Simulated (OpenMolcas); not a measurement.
# Computed transition rates of Ni5+

```
Program             : OpenMolcas 26.06
Method              : MS-CASPT2, IPEA 0.25 Eh, imaginary shift 0.1 Eh (closed shells correlated: 3s 3p)
Basis               : ANO-RCC-VTZP [6s5p3d2f1g]
Scalar Hamiltonian  : DKH2, point nucleus
Active space        : 5 electrons in 5 orbitals (3d)
State averaging     : 2S+1 = 6 even, 1 root; 2S+1 = 4 even, 24 roots; 2S+1 = 2 even, 75 roots
Spin-orbit coupling : RASSI with atomic mean-field integrals over the reference wave functions, term energies averaged over their components
```

Rates come from the transition moments of the reference wave functions (E1 and E2 in the length form). At fixed line strength A goes as λ^-3 for E1 and M1 and as λ^-5 for E2, so a rate at the computed wavelength can be rescaled to the measured one. Measured vacuum wavelengths follow from level energies in Corliss and Sugar, J. Phys. Chem. Ref. Data 10, 197 (1981). Branching counts decays inside the model space alone, at computed energies, and the table is only a selection of the E2 and M1 lines, drawn from those between levels with measured partners whose computed energy lies within a factor of 1.5 of the measured one.

```tsv
Upper	Lower	Type	λ computed (nm)	λ measured (nm)	A computed (s-1)	A rescaled (s-1)	Branching %
3d⁵ ⁴P_1/2	3d⁵ ⁴P_3/2	M1	41170	45370	6.58e-04	4.92e-04	99.4
3d⁵ ⁴D_7/2	3d⁵ ⁴P_5/2	M1	2377	2249	1.75e-01		88.3
3d⁵ ²G_7/2(1)	3d⁵ ²F_7/2(1)	M1	1380	1326	1.61e-01		37.4
3d⁵ ²H_9/2 [69 %]	3d⁵ ²I_11/2	M1	814.5	853.8	2.82e-01		13.8
3d⁵ ²H_11/2	3d⁵ ²I_11/2	M1	754	796.1	9.45e-01		19.1
3d⁵ ²G_9/2(1) [67 %]	3d⁵ ²I_11/2	M1	680.9	702	2.15e-01		18.0
3d⁵ ²D_5/2(1) [69 %]	3d⁵ ⁴P_5/2	M1	526.7	547.4	2.57e+00		53.5
3d⁵ ²D_3/2(1)	3d⁵ ⁴P_1/2	M1	511.4	530.5	3.18e-01		15.3
3d⁵ ²D_3/2(1)	3d⁵ ⁴P_3/2	M1	505.1	524.4	1.24e+00		59.8
3d⁵ ²I_11/2	3d⁵ ⁴G_11/2	M1	501.7	518.8	4.29e-02		76.0
3d⁵ ²D_3/2(1)	3d⁵ ⁴P_5/2	M1	500	518.4	3.40e-01		16.4
3d⁵ ²I_13/2	3d⁵ ⁴G_11/2	M1	496.7	516.6	1.46e-03		92.0
3d⁵ ²H_11/2	3d⁵ ⁴G_11/2	M1	301.2	314.1	2.48e+00		50.1
3d⁵ ²S_1/2	3d⁵ ⁴P_1/2	M1	242.8	248.7	6.86e-01		16.4
3d⁵ ²S_1/2	3d⁵ ⁴P_3/2	M1	241.3	247.4	3.27e+00		78.0
3d⁵ ⁴P_5/2	3d⁵ ⁶S_5/2	M1	210	217.9	6.72e+00		100.0
3d⁵ ⁴P_3/2	3d⁵ ⁶S_5/2	M1	209.2	216.9	4.44e+00		100.0
3d⁵ ²D_5/2(2)	3d⁵ ⁴D_7/2	M1	208.5	216.3	3.65e+00		46.0
3d⁵ ²P_3/2	3d⁵ ²F_7/2(2)	E2	192.8	198.6	1.44e+01	1.24e+01	32.6
3d⁵ ²P_3/2	3d⁵ ²D_3/2(1)	E2	151	154.4	6.48e+00	5.80e+00	14.7
3d⁵ ²P_1/2	3d⁵ ²D_3/2(1)	E2	150.7	154.2	1.31e+01	1.17e+01	28.0
3d⁵ ²P_3/2	3d⁵ ²D_5/2(1) [69 %]	E2	148.7	152	1.40e+01	1.25e+01	31.9
3d⁵ ²D_5/2(3)	3d⁵ ²F_7/2(1)	E2	132.7	135.4	2.37e+01	2.14e+01	53.5
3d⁵ ²D_3/2(3)	3d⁵ ²D_5/2(1) [69 %]	E2	127	130.1	6.10e+00	5.41e+00	13.4
```

Spin-changing lines and M1 lines between different terms are not rescaled, since their strength hangs on the term gaps too.

The largest correction is for 3d⁵ ⁴P_1/2 → 3d⁵ ⁴P_3/2 (M1): 6.58e-04 × (41170 / 45370)^3 = 4.92e-04 s-1, a factor of 0.75.

These are rates of the free ion; in crystals, glasses and complexes forced electric-dipole and non-radiative decay shorten such lifetimes by orders of magnitude. No measured rate stands beside these. Rescaling mends the energy factor alone: line strengths can still be far off where a level mixes with configurations outside the active space, and weak or spin-changing lines hang on small mixing coefficients that depend on the term gaps too, so rescaling need not improve them.

CASPT2 breaks the degeneracy within a term, and the mean is taken; among the terms shown or strongly mixed into the levels shown the widest spread is 260 cm-1 (3d⁵ ⁴G). Blocks of more than 70 roots (2S+1 = 2 even) ran without multistate coupling. Measured partners are found by configuration, term and J. A level has none where our copy of the source lacks it or the pairing is in doubt (some pairs that miss far off the trend of their configuration count as doubtful). Levels of configurations outside the active space are missing.

A share in square brackets marks a mixed level and gives the weight of the term that names it. A number in round brackets counts repeated terms of one configuration in the order of the reference energies.
